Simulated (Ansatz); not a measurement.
Abridged output of a molecular run in Ansatz:

```
Functional definition: HF
980 factors; integrals over basis functions are off by at most 1.2e-3 eV
mean field evaluation 1: about -23495.5245 eV, gradient 4.3e1 eV
mean field evaluation 2: about -23495.5920 eV, gradient 4.3e1 eV
mean field evaluation 4: about -23499.5132 eV, gradient 3.2e0 eV
mean field evaluation 8: about -23499.5610 eV, gradient 1.6e-1 eV
mean field -23499.56117579 eV, -863.5929446358 hartree, gradient 3.0e-6 eV, S^2 0.000000; 0 other end points of the search recorded, 0 dependent functions left out
13 core orbitals not correlated: weight in the atoms' cores, before any rotation towards them, 1.000 or more for the frozen orbitals, at most 0.000 for the correlated occupied ones
reference -23499.56117579 eV, -863.5929446358 hartree; 15, 15 occupied and 75, 75 virtual orbitals, 980 factors
second order -18.61017756 eV of doubles, -0.00000000 eV of singles
cycle   1  -19.28219904 eV  change   -6.7e-1 eV  update   1.0e-1
cycle   2  -19.76531746 eV  change   -4.8e-1 eV  update   2.9e-2
cycle   3  -19.88120002 eV  change   -1.2e-1 eV  update   1.5e-2
cycle   4  -19.87478087 eV  change    6.4e-3 eV  update   3.5e-3
cycle   5  -19.87310714 eV  change    1.7e-3 eV  update   1.3e-3
cycle   6  -19.87322081 eV  change   -1.1e-4 eV  update   4.0e-4
cycle   7  -19.87304603 eV  change    1.7e-4 eV  update   1.2e-4
cycle   8  -19.87298695 eV  change    5.9e-5 eV  update   4.3e-5
cycle   9  -19.87299836 eV  change   -1.1e-5 eV  update   1.5e-5
perturbative correction -0.51928928 eV, -0.0190835291 hartree
Total energy: -23519.95346344 eV, -864.3423473842 hartree
```

Its atoms:

Z-matrix (Å, degrees):
```
Si
S 1 2.129
H 1 1.481 2 107.3
H 1 1.492 2 110.0 3 118.5
H 1 1.483 2 112.1 3 -121.1
B 2 1.856 1 102.2 3 -162.1
O 6 1.355 2 118.1 1 -161.9
O 6 1.354 2 125.0 1 19.4
H 7 0.959 6 113.9 2 5.3
H 8 0.960 6 114.7 2 6.0
```

(1) Which basis set was used?
A. def2-SVPD
B. def2-SVP
C. def2-TZVPP
D. def2-QZVPP

(2) Write the keys of the input that set method, charge and spin (a neutral closed shell needs none for the last two).

Answers

(1) B. It gives 103 functions.

(2) 
```yaml
correlation: {method: ccsd_t}
```
